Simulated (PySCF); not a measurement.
# Reading the logs of faulty runs: BCH5N2

These are calculations, not measurements. The program is PySCF 2.14.0, an open-source quantum chemistry code, run on an isolated molecule that a program drew, which may never have been made. The molecule is BCH5N2 (charge 0, singlet), drawn as the SMILES string `NB=CN`.

Each row is a Hartree-Fock (HF) and frozen-core CCSD(T) single point in the cc-pVDZ basis, meant for a local HF minimum. Run 1 is clean. Each other run has one planted mistake out of seven kinds, and not every kind appears here: one electron removed, one electron added, multiplicity raised by two, geometry at a saddle point, minimal basis STO-3G, one bond length entered in bohr, all coordinates scaled. The reference is restricted for singlets and unrestricted otherwise, and also for a bond in bohr. Adding or removing an electron swaps singlet and doublet. Electrons count all cores. HOMO and LUMO are orbital energies over both spins, the gradient is its largest component, and the lowest frequency (negative if imaginary) is given only where the gradient is small. Bond lengths are over the 8 bonds as drawn. T1 is the CCSD diagnostic: over 0.02 (restricted) or 0.045 (unrestricted) a single reference is doubtful.

Geometry of the clean run:
```xyz
9
BCH5N2, angstrom
N     0.5878    1.4379   -0.9606
B     0.0666    0.3204   -1.5543
C    -0.3951   -0.8250   -2.2050
N    -0.7943   -2.0943   -1.6746
H     0.0312    2.2254   -0.6992
H     1.5621    1.5418   -0.7631
H    -0.4016   -0.7905   -3.2921
H    -1.7581   -2.2797   -1.8998
H    -0.7310   -2.1041   -0.6723
```

| run | electrons | basis functions | <S^2> | HOMO (eV) | LUMO (eV) | gradient (hartree/bohr) | lowest frequency (cm^-1) | mean bond (Å) | longest bond (Å) | T1 | HF (hartree) | CCSD(T) (hartree) | mistake |
|---|---|---|---|---|---|---|---|---|---|---|---|---|---|
| 1 | 30 | 81 | 0.000 | -7.17 | 4.25 | 2.1e-05 | 176 | 1.1618 | 1.432 | 0.0132 | -174.34381 | -174.94953 | no fault |
| 2 | 30 | 81 | 0.000 | -7.30 | 3.58 | 6.8e-02 | - | 1.2676 | 1.563 | 0.0168 | -174.27611 | -174.90905 | all coordinates scaled |
| 3 | 30 | 25 | 0.000 | -5.13 | 9.22 | 7.3e-02 | - | 1.1618 | 1.432 | 0.0159 | -172.09593 | -172.34625 | ? |
| 4 | 31 | 81 | 0.814 | 2.88 | 9.38 | 7.6e-02 | - | 1.1618 | 1.432 | 0.0274 | -174.20964 | -174.83533 | ? |

**Which mistake was planted in run 3, and what did it cost?**

It has 25 basis functions where the clean run has 81, with the same electrons and geometry. So the mistake is: minimal basis STO-3G. Subtracting run 1 and multiplying by 627.51 kcal/mol a hartree, the energy moved by 1410.6 kcal/mol in HF and 1633.6 kcal/mol in CCSD(T).

**Which mistake was planted in run 4, and what did it cost?**

It counts 31 electrons, one more than the clean run, at the same geometry and basis. So the mistake is: one electron added. Subtracting run 1 and multiplying by 627.51 kcal/mol a hartree, the energy moved by 84.2 kcal/mol in HF and 71.7 kcal/mol in CCSD(T).

Cautions from the logs. Run 4: the HOMO is above zero, so the electron isn't bound and the energy depends on the basis.
